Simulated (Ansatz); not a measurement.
One change: `C[CH2][ZnH]` becomes `C[CH2][SnH3]`.

Ansatz, PBE0-D4/def2-TZVP geometries, multiplicity 1. 

Elements past krypton have def2 core potentials. Scalar relativity is left out up to krypton.

```csv
property,`C[CH2][ZnH]`
HOMO energy (PBE0/def2-TZVPP) / eV,-7.04
LUMO energy (PBE0/def2-TZVPP) / eV,-0.36
size of the dipole moment (B3LYP/def2-TZVPP) / D,0.60
HOMO–LUMO gap (ωB97M-V/def2-TZVPP) / eV,10.17
HOMO energy (PBE/def2-TZVPP) / eV,-5.93
HOMO–LUMO gap (B3LYP/def2-TZVPP) / eV,6.22
```

Give the same properties after the change, and the shifts. (Estimate.)

Computed: 
```csv
property,`C[CH2][SnH3]`,shift
HOMO energy (PBE0/def2-TZVPP) / eV,-7.82,-0.78
LUMO energy (PBE0/def2-TZVPP) / eV,0.34,0.70
size of the dipole moment (B3LYP/def2-TZVPP) / D,0.99,0.39
HOMO–LUMO gap (ωB97M-V/def2-TZVPP) / eV,11.60,1.43
HOMO energy (PBE/def2-TZVPP) / eV,-6.67,-0.74
HOMO–LUMO gap (B3LYP/def2-TZVPP) / eV,7.71,1.49
```

With PBE0 the HOMO falls by 0.78 eV and the LUMO rises by 0.70 eV, so the gap widens by about 1.48 eV. PBE moves the HOMO by -0.74 eV and ωB97M-V by -0.75 eV. The zero-point energy changes by 38.0 kJ/mol with +6 modes. Dipoles are sizes alone; their direction can turn.

B3LYP here is the variant with VWN-RPA as its local correlation; programs differ in this.
